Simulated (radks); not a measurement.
Q: The oxygen anion O2-, [Ne], held by a Watson sphere: a shell of charge +2 at radius R that stands for the Madelung well of a crystal (potential energy -2/R inside, -2/r outside, in hartree with lengths in bohr). Calculated with a radial shooting solver on a logarithmic mesh with Libxc functionals: scalar-relativistic Kohn-Sham, LDA (Slater exchange, Perdew-Wang correlation), spin-polarised, spherical densities, finite nucleus; Fermi nuclear charge, rms radius of each element as measured or else 0.836 A^(1/3) + 0.57 fm. Response by self-consistent Sternheimer equations with the Hartree and adiabatic LDA kernel, the relativistic mass of each level held fixed and spin-orbit coupling left out. The sphere does not respond.

R (bohr)  e(1s) (eV)  e(2s) (eV)  e(2p) (eV)  <r> 2p (bohr)  sum of <r^2> (bohr^2)  X-ray form factor at sin(theta)/lambda = 0.2 1/angstrom  alpha (bohr^3)
1.68         -504.55     -23.487      -9.101          1.411                  19.47                                                    6.284           10.63
2.01         -504.64     -21.868      -7.842          1.493                  21.80                                                    6.085           14.80
2.53         -504.31     -19.916      -6.187          1.609                  25.44                                                    5.878           24.53
2.59         -504.25     -19.732      -6.021          1.621                  25.87                                                    5.861           25.96
3.28         -503.54     -18.076      -4.453          1.754                  30.86                                                    5.731           48.89

Estimate the row for R = 3.41 bohr.

A: e(1s) (eV) -503.41; e(2s) (eV) -17.840; e(2p) (eV) -4.217; <r> 2p (bohr) 1.777; sum of <r^2> (bohr^2) 31.84; X-ray form factor at sin(theta)/lambda = 0.2 1/angstrom 5.717; alpha (bohr^3) 54.86.
